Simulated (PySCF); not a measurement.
# A thermochemical cycle for SiHg

CCSD(T) in PySCF with def2-SVP on every atom (core potentials on Hg), for the lowest determinant that a PBE0 search found; no spin–orbit coupling. SiHg, a triplet (π ↑↑), has De = 0.30 eV to neutral atoms, and SiHg⁺, a doublet (π ↑), has De = 1.06 eV to Si⁺ + Hg.

The adiabatic ionisation energy of SiHg, between the minima, is 7.12 eV.

Q: Which ionisation energy of the Si atom does this level give?

A: IE(Si) = IE(molecule) + De(ion) − De(neutral) = 7.12 + 1.06 − 0.30 = 7.88 eV; the measured value is 8.152 eV (NIST ASD).

Correlated steps freeze 5 core orbitals. Weak bonds: SiHg. Basis-set superposition, not corrected here, can be much of De in a small basis, most of all at correlated wavefunction levels. These are scalar-relativistic numbers at best; spin–orbit coupling would shift them, the dissociation energy most. For an ion De counts to the pair picked by the measured ionisation energies or electron affinities, which need not be the lowest pair at this level. States were picked by a PBE0 search and need not be the measured ground states.
